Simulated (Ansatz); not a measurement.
Consider the substitution at a C–Ge bond: `N=[C](Cl)[GeH3]` + H₂Se → `N=C(Cl)[SeH]` + GeH₄.

Gas-phase electronic energies from Ansatz, PBE0-D4/def2-TZVP geometries. CBS: MP2 limit from def2 TZ/QZ plus the TZ coupled-cluster correction, frozen cores. For Ge, Se outer-core shells are correlated without core-valence functions, which leaves a few kJ/mol of doubt a bond. Scalar relativity is left out up to krypton. One conformer a species, not always the lowest.

| species | CCSD(T)/CBS(def2) energy (Eh) |
| --- | --- |
| `N=[C](Cl)[GeH3]` | -2631.01470 |
| H₂Se | -2401.89790 |
| `N=C(Cl)[SeH]` | -2954.40837 |
| GeH₄ | -2078.49493 |

Problem. Work out ΔE.

Solution. ΔE = (-2954.40837) + (-2078.49493) − (-2631.01470) − (-2401.89790) = 0.00930 Eh = +0.25 eV.

Largest T1 diagnostic among the species: 0.013.

From BLYP to BHLYP (50 % exact exchange), in def2-TZVPP and without D4, ΔE moves by +0.08 eV. In def2-TZVPP, CCSD(T) changes the Hartree–Fock value by −0.07 eV (the triples alone add −0.02 eV) and MP2 by −0.12 eV. Leaving LDA and LC-ωPBE aside and taking each functional with its dispersion term where it has one, the values, not all of them listed here, spread over 0.13 eV, from revPBE-D4 to ωB97M-V.
